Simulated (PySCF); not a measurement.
PySCF input for Si(F)2(I)(OMe) (CH3F2IOSi), SMILES CO[Si](F)(F)I, TDDFT-PBE/def2-SVPD. Geometry optimised at B3LYP-D3(BJ)/def2-SVP. This is a generated structure with no PubChem entry under its InChIKey; it may be hypothetical. The def2 effective core potentials stand for the cores of I; spin–orbit coupling is left out. Other conformers were not sampled.

```python
import numpy as np
from pyscf import gto, scf, dft, tdscf

mol = gto.M(
    atom='''
    C     2.66880045    0.27158195   -1.01219089
    O     1.49123734    1.05141268   -1.12622988
    Si   -0.05784748    0.60413284   -0.94161708
    F    -0.55734705   -0.31048593   -2.16746004
    F    -0.94762183    1.93644429   -0.95294371
    I    -0.42566307   -0.62934008    1.11884266
    H     3.53194971    0.94809019   -1.08375784
    H     2.70837131   -0.25276294   -0.04226674
    H     2.73170460   -0.47258131   -1.82337892
    ''',
    basis='def2-SVPD',
    ecp={'I': 'def2-svp'},
    charge=0,
    spin=0,
    max_memory=1600,
    verbose=4,
)
mf = dft.RKS(mol, xc='pbe').density_fit(auxbasis='def2-universal-jkfit')
mf.grids.level = 3
mf.conv_tol = 1e-9
mf.max_cycle = 100
mf.kernel()
mf.grids = dft.Grids(mol).set(level=1).build(with_non0tab=True)  # coarser grid for the response kernel
td = tdscf.TDDFT(mf)
td.singlet = True
td.nstates = 10
td.conv_tol = 1e-4
td.positive_eig_threshold = 1e-6
td.kernel(x0=td.get_init_guess(mf, 15))
td.analyze()
tt = tdscf.TDA(mf)
tt.singlet = False
tt.nstates = 4
tt.conv_tol = 1e-4
tt.positive_eig_threshold = 1e-6
tt.kernel(x0=tt.get_init_guess(mf, 9))
tt.analyze(verbose=3)
```

Log of the run:

```
PySCF version 2.14.0

[INPUT] verbose = 4
[INPUT] num. atoms = 9
[INPUT] num. electrons = 74
[INPUT] charge = 0
[INPUT] spin (= nelec alpha-beta = 2S) = 0
[INPUT] symmetry False subgroup None
[INPUT] Mole.unit = angstrom
[INPUT] Symbol           X                Y                Z      unit          X                Y                Z       unit  Magmom
[INPUT]  1 C      2.668800450000   0.271581950000  -1.012190890000 AA    5.043301931616   0.513215505875  -1.912763567880 Bohr   0.0
[INPUT]  2 O      1.491237340000   1.051412680000  -1.126229880000 AA    2.818030159325   1.986882009095  -2.128266026502 Bohr   0.0
[INPUT]  3 Si    -0.057847480000   0.604132840000  -0.941617080000 AA   -0.109315894196   1.141645610456  -1.779398395413 Bohr   0.0
[INPUT]  4 F     -0.557347050000  -0.310485930000  -2.167460040000 AA   -1.053233280834  -0.586733373231  -4.095905861539 Bohr   0.0
[INPUT]  5 F     -0.947621830000   1.936444290000  -0.952943710000 AA   -1.790745728359   3.659349363578  -1.800802624027 Bohr   0.0
[INPUT]  6 I     -0.425663070000  -0.629340080000   1.118842660000 AA   -0.804386623642  -1.189280390412   2.114306203880 Bohr   0.0
[INPUT]  7 H      3.531949710000   0.948090190000  -1.083757840000 AA    6.674417637637   1.791630800487  -2.048005502950 Bohr   0.0
[INPUT]  8 H      2.708371310000  -0.252762940000  -0.042266740000 AA    5.118080019529  -0.477652731040  -0.079872562778 Bohr   0.0
[INPUT]  9 H      2.731704600000  -0.472581310000  -1.823378920000 AA    5.162173547215  -0.893049247488  -3.445686780105 Bohr   0.0

nuclear repulsion = 453.434437855622
number of shells = 70
number of NR pGTOs = 271
number of NR cGTOs = 172
basis = def2-SVPD
ecp = {'I': 'def2-svp'}


[settings echo left out]
init E= -870.577779080852
  HOMO = -0.612266359172075  LUMO = -0.604554018406891  gap/eV = 0.20986
cycle= 1 E= -897.715716385818  delta_E= -27.1  |g|= 3.69  |ddm|= 12.8
  HOMO = -0.230506437298631  LUMO = -0.162409675995622  gap/eV = 1.85301
cycle= 2 E= -878.868842637457  delta_E= 18.8  |g|= 6.39  |ddm|= 20.9
  HOMO = -0.0851870261293134  LUMO = -0.0648806640585978  gap/eV = 0.55256
cycle= 3 E= -896.626457754639  delta_E= -17.8  |g|= 3.45  |ddm|= 19.4
  HOMO = -0.266408574700574  LUMO = -0.0917980476893813  gap/eV = 4.75139
cycle= 4 E= -901.126726487973  delta_E= -4.5  |g|= 1.13  |ddm|= 9.25
  HOMO = -0.159425357298407  LUMO = -0.076846766628333  gap/eV = 2.24708
cycle= 5 E= -901.156122953102  delta_E= -0.0294  |g|= 1.05  |ddm|= 2.14
  HOMO = -0.226186986066995  LUMO = -0.0467811969605526  gap/eV = 4.88188
cycle= 6 E= -901.411552228761  delta_E= -0.255  |g|= 0.201  |ddm|= 1.11
  HOMO = -0.262520701773908  LUMO = -0.0641475251369775  gap/eV = 5.39801
cycle= 7 E= -901.420267922317  delta_E= -0.00872  |g|= 0.116  |ddm|= 0.443
  HOMO = -0.258754973405832  LUMO = -0.0653182393283384  gap/eV = 5.26368
cycle= 8 E= -901.422988569572  delta_E= -0.00272  |g|= 0.0438  |ddm|= 0.168
  HOMO = -0.258488907666057  LUMO = -0.0637154747724574  gap/eV = 5.30006
cycle= 9 E= -901.423479702746  delta_E= -0.000491  |g|= 0.0107  |ddm|= 0.0635
  HOMO = -0.258930998205625  LUMO = -0.0641309461700173  gap/eV = 5.30078
cycle= 10 E= -901.423495965765  delta_E= -1.63e-05  |g|= 0.00496  |ddm|= 0.0143
  HOMO = -0.259070400240991  LUMO = -0.064377659395767  gap/eV = 5.29786
cycle= 11 E= -901.423501476833  delta_E= -5.51e-06  |g|= 0.00118  |ddm|= 0.0074
  HOMO = -0.259110132013028  LUMO = -0.0643599966822083  gap/eV = 5.29942
cycle= 12 E= -901.42350180059  delta_E= -3.24e-07  |g|= 0.000212  |ddm|= 0.00198
  HOMO = -0.259099681633412  LUMO = -0.0643579732190833  gap/eV = 5.29919
cycle= 13 E= -901.42350181184  delta_E= -1.12e-08  |g|= 6.15e-05  |ddm|= 0.000386
  HOMO = -0.259095129243971  LUMO = -0.0643575550688403  gap/eV = 5.29908
cycle= 14 E= -901.423501812561  delta_E= -7.21e-10  |g|= 3.69e-05  |ddm|= 0.000117
  HOMO = -0.259096145119844  LUMO = -0.0643566814104227  gap/eV = 5.29913
cycle= 15 E= -901.423501812807  delta_E= -2.47e-10  |g|= 1.21e-05  |ddm|= 5.25e-05
  HOMO = -0.25909572164084  LUMO = -0.0643566893967439  gap/eV = 5.29912
Extra cycle  E= -901.423501812707  delta_E= 1e-10  |g|= 2.55e-05  |ddm|= 3.93e-05
converged SCF energy = -901.423501812707
tot grids = 42816
Overwritten attributes  positive_eig_threshold  of <class 'pyscf.tdscf.rks.CasidaTDDFT'>


******** <class 'pyscf.tdscf.rks.CasidaTDDFT'> for <class 'pyscf.df.df_jk.DFRKS'> ********
nstates = 10 singlet
deg_eia_thresh = 1.000e-03
wfnsym = None
conv_tol = 0.0001
eigh lindep = 1e-12
eigh level_shift = 0
eigh max_cycle = 100


Excitation energies (eV)
[5.51228084 5.59607726 6.21043427 6.65519295 6.80419392 6.95948759
 7.10633163 7.18309623 7.24327099 7.33090271]

** Singlet excitation energies and oscillator strengths **
Excited State   1:      5.51228 eV    224.92 nm  f=0.0135
      37 -> 38       -0.70330
Excited State   2:      5.59608 eV    221.56 nm  f=0.0183
      36 -> 38        0.70406
Excited State   3:      6.21043 eV    199.64 nm  f=0.0136
      34 -> 38        0.11543
      35 -> 38        0.69245
Excited State   4:      6.65519 eV    186.30 nm  f=0.0496
      34 -> 38       -0.66542
      36 -> 39        0.13511
Excited State   5:      6.80419 eV    182.22 nm  f=0.0165
      36 -> 39        0.10624
      37 -> 39        0.69211
Excited State   6:      6.95949 eV    178.15 nm  f=0.0477
      36 -> 39        0.64555
      37 -> 40       -0.17872
Excited State   7:      7.10633 eV    174.47 nm  f=0.0243
      36 -> 39       -0.11200
      36 -> 40       -0.25097
      37 -> 40       -0.62579
      37 -> 42        0.11584
Excited State   8:      7.18310 eV    172.61 nm  f=0.0078
      36 -> 40        0.60218
      36 -> 41       -0.13968
      37 -> 40       -0.17773
      37 -> 42        0.22262
Excited State   9:      7.24327 eV    171.17 nm  f=0.0148
      37 -> 41        0.68920
      37 -> 42       -0.11157
Excited State  10:      7.33090 eV    169.13 nm  f=0.0256
      36 -> 41       -0.67504
      37 -> 42       -0.14333

** Transition electric dipole moments (AU) **
state          X           Y           Z        Dip. S.      Osc.
  1        -0.1920     -0.2333     -0.0950      0.1003      0.0135
  2         0.3288     -0.1442     -0.0661      0.1333      0.0183
  3        -0.0516     -0.0107      0.2939      0.0892      0.0136
  4        -0.2414     -0.3247      0.3751      0.3045      0.0496
  5         0.1320      0.1496      0.2435      0.0991      0.0165
  6         0.3880     -0.1940     -0.3029      0.2799      0.0477
  7        -0.3330     -0.1615     -0.0486      0.1394      0.0243
  8         0.0680     -0.1722      0.1007      0.0444      0.0078
  9         0.2038      0.1451      0.1440      0.0833      0.0148
 10        -0.3287      0.1626     -0.0908      0.1427      0.0256

WARN: ECP detected. Skipping calculation of transition velocity and magnetic dipole moments, which have not yet been implemented.

Overwritten attributes  positive_eig_threshold  of <class 'pyscf.tdscf.rks.TDA'>


******** <class 'pyscf.tdscf.rks.TDA'> for <class 'pyscf.df.df_jk.DFRKS'> ********
nstates = 4 triplet
deg_eia_thresh = 1.000e-03
wfnsym = None
conv_tol = 0.0001
eigh lindep = 1e-12
eigh level_shift = 0
eigh max_cycle = 100


Excitation energies (eV)
[5.07414172 5.14271624 5.95523009 6.28016134]

** Triplet excitation energies and oscillator strengths **
Excited State   1:      5.07414 eV    244.35 nm  f=0.0000
Excited State   2:      5.14272 eV    241.09 nm  f=0.0000
Excited State   3:      5.95523 eV    208.19 nm  f=0.0000
Excited State   4:      6.28016 eV    197.42 nm  f=0.0000
```

Self-consistency was reached.

Cost: very roughly 90 core-seconds.
